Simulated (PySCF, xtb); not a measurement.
Relative energy of two structures of GaH6NSi

Structure X is `[NH2][GaH][SiH3]`, a singlet and structure Y is a singlet given by its coordinates. Both are isolated molecules in the gas phase, relaxed with PBE0-D4/def2-SVP; the shapes shown needn't be the lowest conformers.

X (Å):

```yaml
atoms:
  - { symbol: Ga, position_ang: [1.5631, 0.4186, 0.4231] }
  - { symbol: N, position_ang: [0.9189, -0.7807, -0.7746] }
  - { symbol: Si, position_ang: [1.0653, 0.0445, 2.7436] }
  - { symbol: H, position_ang: [0.3680, -1.5945, -0.5284] }
  - { symbol: H, position_ang: [1.0650, -0.7227, -1.7757] }
  - { symbol: H, position_ang: [2.3924, 1.6008, -0.1890] }
  - { symbol: H, position_ang: [2.3207, -0.0851, 3.5513] }
  - { symbol: H, position_ang: [0.2613, -1.2033, 2.9486] }
  - { symbol: H, position_ang: [0.2843, 1.1879, 3.3164] }
```

Y (Å):

```xyz
9

Ga    1.2352   -0.6304    1.0880
N    -0.5342   -0.9802   -0.1231
Si   -1.0533   -0.6304    1.6376
H    -0.7834   -0.2976   -0.8364
H    -0.7006   -1.9146   -0.4921
H     1.9871   -1.9991    1.1887
H     1.8500    0.7255    0.6063
H    -1.9815    0.5436    1.5748
H    -1.8589   -1.8131    2.0799
```

Close contacts (Å): Ga1–N2 2.17, Ga1–Si3 2.35, N2–Si3 1.87, Ga1–H6 1.56, Ga1–H7 1.56, N2–H4 1.02, N2–H5 1.02, Si3–H8 1.50, Si3–H9 1.50.

Quicker runs give these differences E(Y) − E(X): GFN2-xTB +7.5 kcal/mol; HF/STO-3G +8.8 kcal/mol (at GFN2-xTB geometries); r2SCAN-D4/def2-SVP +8.4 kcal/mol (at GFN2-xTB geometries).

Problem. Estimate E(Y) − E(X) at the level CCSD(T)/def2-SVP + ΔMP2/def2-TZVPP.

Solution. Calculated at CCSD(T)/def2-SVP + ΔMP2/def2-TZVPP: E(Y) − E(X) = +8.4 kcal/mol, so structure X lies lower.

How the difference moves with the method:

| level | geometry | E(Y) − E(X) (kcal/mol) | departure from the last row (kcal/mol) | job, with rough time for the two |
| --- | --- | --- | --- | --- |
| GFN2-xTB | GFN2-xTB | +7.5 | −0.9 | optimisation, 0.24 s |
| HF/STO-3G | GFN2-xTB | +8.8 | +0.5 | single point, 1.6 s |
| r2SCAN-D4/def2-SVP | GFN2-xTB | +8.4 | 0.0 | single point, 22 s |
| PBE0-D4/def2-SVP | PBE0-D4/def2-SVP | +6.2 | −2.2 | optimisation, 3.1 min |
| HF/def2-SVP | PBE0-D4/def2-SVP | +10.4 | +2.0 | part of the CCSD(T) run |
| MP2/def2-SVP | PBE0-D4/def2-SVP | +8.0 | −0.4 | part of the CCSD(T) run |
| CCSD(T)/def2-SVP | PBE0-D4/def2-SVP | +8.0 | −0.3 | single point |
| CCSD(T)/def2-SVP + ΔMP2/def2-TZVPP | PBE0-D4/def2-SVP | +8.4 |  | single point, 77 s |

The levels shown agree on the order. The largest departure from CCSD(T)/def2-SVP + ΔMP2/def2-TZVPP is that of PBE0-D4/def2-SVP, 2.2 kcal/mol. The last row adds to CCSD(T) the change of the MP2 difference between the two basis sets, here +0.3 kcal/mol.

With thermal terms from frequencies at re-optimised GFN2-xTB minima (ideal gas, soft modes damped towards free rotors, one conformer each, 298.15 K, 1 atm): the zero-point term adds +0.7 kcal/mol; ΔH is +8.5 and ΔG +10.1 kcal/mol.

The correlated steps freeze 15 core orbitals; the filled d shell of Ga is correlated, in a basis made for valence electrons. Run with PySCF 2.14.0, xtb 6.7.1; the last row on 2 threads of Arm Neoverse V1 on a shared host.
